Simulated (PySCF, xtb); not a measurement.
Ge(OH)4 (GeH₄O₄), SMILES [OH][Ge]([OH])([OH])[OH].

GFN2-xTB in xtb at its own geometry gives an orbital gap of 8.27 eV and a dipole moment of 0.02 D.

Geometry optimised at PBE0-D3(BJ)/def2-SVP. The isomer is the one that the SMILES or the coordinates give; other isomers of the formula were not compared. One conformer was computed; it need not be the lowest.

Q: What does r2SCAN/def2-TZVP (PySCF) give? (An estimate is asked for; the answer gives what the named calculation found.)

A: gap 7.08 eV (levels -7.84 and -0.75 eV), dipole 0.00 D.
